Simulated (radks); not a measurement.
The bromine ion Br+ inside a hard spherical wall (all orbitals vanish at R), configuration held at [Ar] 3d10 4s2 4p4 and not refilled when levels cross. All-electron calculation, non-relativistic Kohn-Sham, PBE, spin-polarised, spherical densities, point nucleus; open shells are filled with parallel spins first. Program: a radial shooting solver on a logarithmic mesh with Libxc functionals. Eigenvalues in eV for spin up, with the zero of energy where the potential of the charges vanishes at infinity; a dash marks a level that is unbound or too diffuse for the functional's potential to be trusted. A positive occupied level is held by the wall or, in an anion where self-interaction has pushed it up, behind a barrier. The pressure on the wall is -dE/dV.

| R (bohr) | E (hartree) | kinetic (hartree) | e(3p) | e(3d) | e(4s) | e(4p) | e(5s, empty) | e(4d, empty) | pressure (GPa) |
|---|---|---|---|---|---|---|---|---|---|
| free | -2573.34669 | 2571.863 | -182.83 | -79.526 | -30.377 | -18.226 | - | - | 0 |
| 20 | -2573.34669 | 2571.863 | -182.83 | -79.526 | -30.377 | -18.226 | - | - | < 0.0001 |
| 15 | -2573.34669 | 2571.863 | -182.83 | -79.526 | -30.377 | -18.226 | - | - | < 0.0001 |
| 12 | -2573.34669 | 2571.863 | -182.83 | -79.526 | -30.377 | -18.226 | -5.660 | -4.027 | < 0.0001 |
| 10 | -2573.34669 | 2571.863 | -182.83 | -79.526 | -30.377 | -18.226 | -5.606 | -3.993 | < 0.0001 |
| 8 | -2573.34664 | 2571.864 | -182.83 | -79.522 | -30.373 | -18.223 | -5.270 | -3.825 | 0.00367 |
| 7 | -2573.34631 | 2571.868 | -182.81 | -79.501 | -30.358 | -18.207 | -4.680 | -3.568 | 0.0363 |
| 5 | -2573.32701 | 2572.032 | -182.18 | -78.875 | -29.902 | -17.705 | 0.595 | -1.505 | 3.57 |
| 3.5 | -2572.98814 | 2573.937 | -177.18 | -73.938 | -26.151 | -13.160 | 23.795 | 7.355 | 134 |
| 3 | -2572.38630 | 2576.619 | -171.94 | -68.772 | -21.487 | -7.413 | 47.230 | 16.386 | 498 |
| 1.5 | -2545.41923 | 2660.509 | -101.73 | 3.095 | 116.30 | 143.64 | 486.21 | 188.41 | 81000 |
